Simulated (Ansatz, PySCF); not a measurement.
Gas-phase reaction (SMILES): N[Si](O)(O)O + F (HF) → O[Si](O)(O)F + N (NH3); hydrogen fluoride cleaves one Si-N bond, a model of a ligand-exchange step.

Each molecule is optimised on its own at B3LYP-D3(BJ)/def2-TZVP (Ansatz, a first-principles code), one conformer each, not searched for the lowest. Valence correlation only, unless marked. No spin-orbit coupling. No relativistic terms. CBS marks a two-point X^-3 extrapolation of the correlation energy; Hartree-Fock from the larger set. Thermal terms are rigid-rotor harmonic-oscillator values from B3LYP-D3(BJ) frequencies (Ansatz or PySCF) at 298.15 K and 1 atm. 1 Eh = 627.5095 kcal/mol.

| species | E, CCSD(T)/CBS(aug-cc-pV(T+d)Z,aug-cc-pV(Q+d)Z) (Ansatz) (Eh) | E, r2SCAN-D4/def2-TZVPD (Ansatz + dftd4) (Eh) | H - E (Eh) |
|---|---|---|---|
| N[Si](O)(O)O | -572.50811 | -573.10801 | 0.07786 |
| F (HF) | -100.39216 | -100.44728 | 0.01259 |
| O[Si](O)(O)F | -616.43143 | -617.04429 | 0.05355 |
| N (NH3) | -56.50411 | -56.54744 | 0.03799 |

### Question
Work out ΔE and ΔH at 298.15 K at the first level, then ΔH at the second.

### Answer

1. ΔE = [(-616.43143) + (-56.50411)] - [(-572.50811) + (-100.39216)] = -0.03527 Eh = -22.1 kcal/mol at CCSD(T)/CBS(aug-cc-pV(T+d)Z,aug-cc-pV(Q+d)Z).
2. The terms H - E add up to 0.00109 Eh, so ΔH = (-0.03527 + (0.00109))×627.5095 = -21.4 kcal/mol.
3. At r2SCAN-D4/def2-TZVPD the same steps give ΔE = -22.9 and ΔH = -22.2 kcal/mol, a shift of -0.8 from the first level.
4. These values are not checked against measurement here, since the tables used lack a sound gas-phase enthalpy of formation for at least one species.
